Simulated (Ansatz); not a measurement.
Geometry optimisation, Ansatz, RKS B3LYP/def2-SVP.

The input (input.yaml):

```yaml
crystal:
  periodic: [false, false, false]
  atoms:
    - { symbol: B, position_ang: [0.0, 0.0, 0.0] }
    - { symbol: H, position_ang: [0.0, 0.0, 1.54] }
    - { symbol: Cl, position_ang: [1.6108, 0.0, -0.93] }
    - { symbol: O, position_ang: [-1.2211, 0.0, -0.705] }
    - { symbol: H, position_ang: [-1.7308, -0.8467, -0.4965] }
    - { symbol: F, position_ang: [0.3455, 1.498, 0.5108] }
    - { symbol: H, position_ang: [0.195, 0.8453, 1.4996] }
basis:
  gaussian: { orbitals: def2-SVP }
hamiltonian:
  xc: b3lyp
relax:
  f_tol: 0.15
  max_steps: 25
  restrain:
    - { distance: [0, 5], at: 2.52, k: 30.0 }
    - { distance: [6, 1], at: 1.86, k: 30.0 }
    - { distance: [0, 1], at: 1.19, k: 30.0 }
    - { distance: [6, 5], at: 0.92, k: 30.0 }
```

Command:

```bash
$ ansatz run input.yaml --threads 1 --pin off --max-ram 2048MiB --backend cpu --events-out ev --progress --plain --runs-dir out
```

**Question.** Where does it end, and by what steps?

**Answer.** The forces met the threshold. The restraints hold the end off the free minimum. After 9 steps the energy has fallen by 2.657 eV (the restraints' own energy left out); F6 moved furthest, 0.71 Å. Parted: B1–F6 (1.62 → 2.53 Å). Joined: B1–H2 (1.54 → 1.20 Å), F6–H7 (1.19 → 0.93 Å).

```csv
step,energy less start (eV),largest force component (eV/Å),accepted
0,0.0000,3.554,yes
1,-0.7849,2.735,yes
2,-1.5665,2.015,yes
3,-1.9729,2.128,yes
4,-2.3659,1.502,yes
5,-2.5180,1.090,yes
6,-2.4657,2.308,no
7,-2.5974,0.736,yes
8,-2.6436,0.458,yes
9,-2.6572,0.264,yes
```

```xyz
7
Properties=species:S:1:pos:R:3
B 0.061 -0.335 -0.081
H 0.070 -0.476 1.111
Cl 1.617 -0.249 -0.908
O -1.064 -0.363 -0.810
H -1.872 -0.393 -0.282
F 0.024 1.987 0.916
H 0.363 1.326 1.472
```

Run time: 26 s on 1 thread of Arm Neoverse V2, on a shared host, peak memory 0.16 GiB.
